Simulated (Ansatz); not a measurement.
Calculated with Ansatz (gas phase, PBE0-D4/def2-TZVP geometries, no zero-point term in ΔE). CBS: MP2 limit from def2 TZ/QZ plus the TZ coupled-cluster correction, frozen cores. def2 core potentials past Kr. For Te outer-core shells are correlated without core-valence functions, which leaves a few kJ/mol of doubt a bond. Each species was taken in one conformer, which may not be the lowest.

Consider the redistribution: `CBC[SiH2]O` + `C[SiH2][TeH]` → `O[SiH2][TeH]` + `CBC[SiH2]C`.

`CBC[SiH2]O`:

```xyz
14

C     0.939   -1.841    0.845
B     1.047   -0.752   -0.266
C    -0.182   -0.081   -0.919
Si   -0.696    1.439    0.037
O    -2.013    2.050   -0.749
H     1.519   -1.546    1.728
H     1.425   -2.760    0.492
H    -0.078   -2.090    1.158
H     2.147   -0.393   -0.599
H    -1.077   -0.713   -0.911
H     0.004    0.290   -1.932
H    -1.041    1.088    1.444
H     0.400    2.448    0.080
H    -2.393    2.860   -0.407
```

`C[SiH2][TeH]`:

Z-matrix (Å, degrees):
```
C
Si 1 1.867
H 1 1.091 2 110.6
H 1 1.094 2 110.3 3 120.3
H 1 1.092 2 110.6 3 -119.9
Te 2 2.500 1 112.6 3 58.0
H 2 1.486 1 110.5 3 -178.9
H 2 1.487 1 111.4 3 -57.8
H 6 1.658 2 91.7 1 64.0
```

`O[SiH2][TeH]`:

Cartesian coordinates in Å:
```
O -1.479 0.202 0.771
Si -0.310 0.400 -0.367
Te 2.008 0.148 0.530
H -1.381 -0.531 1.380
H -0.438 -0.581 -1.474
H -0.466 1.787 -0.856
H 2.066 -1.426 0.016
```

`CBC[SiH2]C`:

Z-matrix (Å, degrees):
```
C
B 1 1.561
H 1 1.099 2 107.9
H 1 1.095 2 111.5 3 -114.5
H 1 1.092 2 115.1 3 120.6
C 2 1.542 1 123.2 3 -116.0
H 2 1.204 1 118.2 3 66.2
Si 6 1.891 2 107.9 1 -90.1
H 6 1.095 2 114.3 1 153.7
H 6 1.096 2 114.0 1 26.0
C 8 1.871 6 110.6 2 -179.7
H 8 1.489 6 109.8 2 -58.5
H 8 1.490 6 109.4 2 59.3
H 11 1.093 8 110.8 6 60.2
H 11 1.093 8 110.7 6 -179.9
H 11 1.092 8 110.8 6 -59.9
```

| level | ΔE (kJ/mol) |
| --- | --- |
| HF/def2-TZVPP | 6.2 |
| CCSD/def2-TZVPP | 3.6 |
| CCSD(T)/def2-TZVPP | 2.8 |
| HF/def2-QZVPP | 6.2 |

(1) What does CCSD(T)/CBS give? (Best estimate.)

Largest T1 diagnostic among the species: 0.011.

Answers

(1) Computed: +2.8 kJ/mol. The listed levels differ from it by 3.4, 0.8, 0.0, 3.4 kJ/mol.

In def2-TZVPP, CCSD(T) changes the Hartree–Fock value by −3.4 kJ/mol (the triples alone add −0.8 kJ/mol) and MP2 by −3.2 kJ/mol.
